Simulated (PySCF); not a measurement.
# Stretching one bond of H4NSi cation

All numbers below are calculated, not measured. The program is PySCF 2.14.0, an open-source quantum chemistry code, run on an isolated molecule that a program drew, which may never have been made. The molecule is H4NSi cation (charge +1, singlet), drawn as the SMILES string `N[SiH2+]`.

The structure below is the HF double-zeta minimum with every atom moved a little at random, so it isn't optimised. Bond Si2-H6 is then set to each length in the table by shifting atom 6 along it, with nothing else relaxed.
```xyz
6
H4NSi cation, angstrom
N     1.2633    0.2167   -1.1200
Si    1.0508   -0.4755    0.3275
H     2.1651    0.4009   -1.5005
H     0.5355    0.4811   -1.7442
H     2.1854   -0.7974    1.1087
H    -0.3459   -0.7099    0.7603
```

E is the energy above the same method's energy at the HF double-zeta minimum. IE is the energy to remove one electron at fixed geometry, to the doublet state of charge +2, as a difference of total energies. The basis family is cc-pV(n+d)Z, with UHF for radicals and no spin-orbit coupling. Best is HF at quadruple zeta, plus MP2 correlation extrapolated from triple and quadruple zeta, plus CCSD(T) minus MP2 at triple zeta, with a frozen core. The other columns are at triple zeta.

| bond (Å) | E wB97X (kcal/mol) | E B3LYP (kcal/mol) | E CCSD(T) (kcal/mol) | E best (kcal/mol) | IE wB97X (eV) | IE B3LYP (eV) | IE CCSD(T) (eV) | IE best (eV) | T1 |
|---|---|---|---|---|---|---|---|---|---|
| 1.3329 | 5.58 | 5.63 | 5.66 | 5.59 | 18.148 | 18.250 | 18.146 | 18.285 | 0.014 |
| 1.4809 | 1.05 | 1.15 | 1.18 | 1.11 | 18.130 | 18.228 | 18.130 | 18.268 | 0.014 |
| 1.6549 | ? | ? | ? | ? | ? | ? | ? | ? | ? |
| 1.7269 | 12.50 | 12.15 | 12.38 | 12.42 | 18.090 | 18.171 | 18.092 | 18.227 | 0.015 |
| 2.0009 | 35.52 | 33.84 | 34.05 | 34.19 | 17.966 | 17.942 | 18.057 | 18.161 | 0.015 |

T1 is the CCSD diagnostic of the starting molecule.

**Estimate the best E and IE at 1.6549 Å from the other rows.**

A cubic in the inverse of the bond length through the other values of E best gives 7.75 kcal/mol there. A least-squares quadratic in the bond length through IE best gives 18.241 eV. The calculation gives 7.70 kcal/mol and 18.241 eV, so the fits miss by 0.05 kcal/mol and 0.000 eV. The same recipe one zeta lower moves these two values by 0.11 kcal/mol and 0.03 eV, a gauge of their own error. The rest of the row: E is 7.68 (wB97X), 7.54 (B3LYP), 7.70 (CCSD(T)); IE is 18.104 (wB97X), 18.196 (B3LYP), 18.105 (CCSD(T)); T1 is 0.014.
